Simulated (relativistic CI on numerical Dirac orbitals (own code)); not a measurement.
**Spin-allowed bands of a d2 ion in a tetrahedral site, by hand**

Problem. A d2 ion in a tetrahedral site has a 3A2 ground term and spin-allowed bands at ν1 = 5650 and ν2 = 9435 cm⁻¹ (from a computed ligand-field model). Find Δ and the Racah parameter B, and predict the third band.

Working.
1. The F term splits into A2 (−1.2Δ), T2 (−0.2Δ) and T1 (+0.6Δ), so ν1 = E(T2) − E(A2) = Δ = 5650 cm⁻¹.
2. T1(F) mixes with T1(P), which lies at 15B, through an element 0.4Δ. The two roots, counted from A2, are ν2,3 = ½(15B + 3Δ) ∓ ½√[(15B − Δ)² + 12BΔ].
3. Solving the lower root for B gives B = (2ν1² + ν2² − 3ν1ν2)/(15ν2 − 27ν1) = -7059025/-11025 = 640 cm⁻¹.
4. The sum of the roots is 15B + 3Δ, so ν3 = 15B + 3ν1 − ν2 = 17119 cm⁻¹ (584 nm).

Check. The bands were computed by exact diagonalisation of the d2 shell with B = 640 and Δ = 5650 cm⁻¹, which gives ν3 = 17115 cm⁻¹. C does not enter the terms of highest spin.
